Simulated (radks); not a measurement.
The phosphorus anion P3-, [Ar], held by a Watson sphere: a shell of charge +3 at radius R that stands for the Madelung well of a crystal (potential energy -3/R inside, -3/r outside, in hartree with lengths in bohr). Calculated with a radial shooting solver on a logarithmic mesh with Libxc functionals: scalar-relativistic Kohn-Sham, PBEsol, spin-unpolarised, spherical densities, point nucleus. Response by self-consistent Sternheimer equations with the Hartree and adiabatic LDA kernel, the relativistic mass of each level held fixed and spin-orbit coupling left out. The sphere does not respond.

| R (bohr) | e(2p) (eV) | e(3s) (eV) | e(3p) (eV) | <r> 3p (bohr) | sum of <r^2> (bohr^2) | X-ray form factor at sin(theta)/lambda = 0.2 1/angstrom | alpha (bohr^3) |
|---|---|---|---|---|---|---|---|
| 2.1 | -120.75 | -16.279 | -7.916 | 2.279 | 47.49 | 10.785 | 30.14 |
| 2.16 | -120.69 | -16.057 | -7.792 | 2.304 | 48.42 | 10.735 | 31.41 |
| 3.01 | -120.65 | -13.410 | -6.038 | 2.648 | 62.32 | 10.277 | 57.84 |
| 3.55 | -120.61 | -12.220 | -5.071 | 2.858 | 71.70 | 10.178 | 85.91 |
| 3.62 | -120.59 | -12.091 | -4.959 | 2.885 | 72.95 | 10.172 | 90.40 |
| 3.77 | -120.56 | -11.832 | -4.726 | 2.942 | 75.67 | 10.165 | 100.8 |
